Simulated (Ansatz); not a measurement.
Consider the formal loss of a carbene: `CS[Si](O)(O)F` → `[CH2]` (triplet) + `O[Si](O)(F)S`.

Gas-phase electronic energies from Ansatz, PBE0-D4/def2-TZVP geometries. CCSD(T)/CBS adds triple-zeta CCSD(T) − MP2 to the extrapolated MP2 energy (def2 sets, frozen cores). This one scheme is used for every species. DFT in def2-TZVPP. Triplets are unrestricted, without spin–orbit coupling. Each species was taken in one conformer, which may not be the lowest.

`CS[Si](O)(O)F`:

Z-matrix (Å, degrees):
```
C
S 1 1.820
H 1 1.089 2 110.6
H 1 1.089 2 110.9 3 -122.8
H 1 1.089 2 106.4 3 118.5
Si 2 2.096 1 99.2 3 62.8
O 6 1.622 2 110.3 1 -65.2
O 6 1.625 2 110.5 1 173.4
F 6 1.599 2 109.4 1 53.5
H 7 0.959 6 118.0 2 172.3
H 8 0.958 6 118.0 2 -66.3
```

`[CH2]` (triplet):

Cartesian coordinates in Å:
```
C -0.175 -0.213 0.017
H 0.545 -0.333 -0.778
H -0.370 0.545 0.760
```

`O[Si](O)(F)S`:

Z-matrix (Å, degrees):
```
Si
O 1 1.618
F 1 1.593 2 109.5
O 1 1.625 2 108.5 3 -119.4
S 1 2.109 2 110.7 3 119.1
H 2 0.959 1 118.0 3 68.8
H 4 0.959 1 118.2 2 174.7
H 5 1.344 1 93.2 2 -81.5
```

```tsv
level	ΔE (kcal/mol)
revPBE	95.8
MP2/CBS(def2)	104.6
```

Question: What does CCSD(T)/CBS give? (Estimate.)

Answer: The calculation gave: +101.3 kcal/mol. The listed levels differ from it by -5.5, 3.3 kcal/mol.

Largest T1 diagnostic among the species: 0.012.

From BLYP to BHLYP (50 % exact exchange), in def2-TZVPP and without D4, ΔE moves by −1.9 kcal/mol. In def2-TZVPP, CCSD(T) changes the Hartree–Fock value by +32.4 kcal/mol (the triples alone add +2.9 kcal/mol) and MP2 by +35.8 kcal/mol. Leaving LDA and LC-ωPBE aside and taking each functional with its dispersion term where it has one, the values, not all of them listed here, spread over 8.9 kcal/mol, from r2SCAN0-D4 to ωB97X-V. LDA lies +16.2 kcal/mol from PBE without D4.

CCSD(T)/CBS has its own doubt, a few kJ/mol and more with outer-core shells, so smaller differences from it don't rank the levels.
